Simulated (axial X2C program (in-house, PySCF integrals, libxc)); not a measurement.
# What spin–orbit coupling does to MoB⁺

Computed with an axial X2C code built on PySCF integrals. Spin-free means the one-electron spin-free X2C Hamiltonian; two-component (2c) means X2C with spin–orbit coupling and atomic mean-field two-electron Coulomb and Gaunt terms, so the difference of the two also holds small scalar two-electron terms. Basis: Mo dyall-cv3z [11s12p9d5f3g], B dyall-v3z [7s6p2d1f] (cores contracted in-house); Gaussian nuclei, density fitting, unrestricted open shells. Masses: Mo 97.905 u, B 11.009 u.

Spin-free state: M_S = 3, Λ = 0 (beyond evenly filled blocks: 2 × σα, π+α, π-α, δ+α, δ-α); fragments Mo+ + B.

```json
{"level": "HF", "Re (Å)": "2.467", "ωe (cm⁻¹)": "296.3", "De (eV)": "1.114", "μ (D)": "1.03"}
{"level": "MP2", "Re (Å)": "2.236", "ωe (cm⁻¹)": "399.6", "De (eV)": "1.681", "μ (D)": "n/a"}
{"level": "CCSD", "Re (Å)": "2.259", "ωe (cm⁻¹)": "403.4", "De (eV)": "1.662", "μ (D)": "n/a"}
{"level": "CCSD(T)", "Re (Å)": "2.235", "ωe (cm⁻¹)": "430.1", "De (eV)": "1.766", "μ (D)": "n/a"}
```

Correlated methods: 8 electrons correlated (number of frozen shells: Mo 4 s, 3 p, 1 d; B 1 s), 272 virtual spin orbitals or spinors in MP2, 89 natural virtuals in coupled cluster.

Dipoles are positive if B is the positive end and refer to the centre of mass.

Two-component determinant lowest at the distance of the search:

Ω = 3 (⟨Sz⟩ = 3.00, ⟨Lz⟩ = 0.00 at HF); fragments Mo+ + B.

| level | Re (Å) | ωe (cm⁻¹) | De (eV) | μ (D) |
| --- | --- | --- | --- | --- |
| HF | 2.468 | 295.4 | 1.110 | 1.04 |
| MP2 | 2.237 | 398.1 | 1.676 | n/a |
| CCSD | 2.260 | 401.3 | 1.655 | n/a |
| CCSD(T) | 2.235 | 428.5 | 1.759 | n/a |

Problem. From the two tables, how do the constants change at the CCSD(T) level (2c against spin-free)?

Solution. At the CCSD(T) level Re is unchanged within 0.001 Å and ωe decreases by 1.6 cm⁻¹; De is not compared, since the atomic limits differ or miss part of their spin–orbit lowering.

The state is one determinant whose occupation by symmetry is held fixed; it was picked as the lowest of a PBE0 search that is not exhaustive. Dissociation energies refer to the lowest single-determinant-based atoms at the same level and basis. Coupled cluster ran in a truncated set of natural virtual spinors; the MP2 energy of the rest was added. (T) has no such correction and the atoms are truncated less, which lowers De at CCSD(T) by a hundredth of an eV or more. The 2c atoms are single determinants rather than J levels; their spin–orbit lowering is only partly caught, and De is too large by that part. This holds for MP2, CCSD, CCSD(T). PBE0 can misorder states that lie within some tenths of an eV, so this need not be the ground state of the molecule. The nearest other spin-free determinant of the search, M_S = 2, Λ = 0, lies 0.17 eV up at the distance of the search. With several unpaired electrons one determinant need not be a pure state. Open-shell Ω = 0 determinants with evenly filled partner blocks cannot be reached by this program, so the Ω shown need not be the lowest component. With the outer-core shells frozen, correlated bond lengths of heavy atoms tend to come out a few hundredths of an ångström too long.
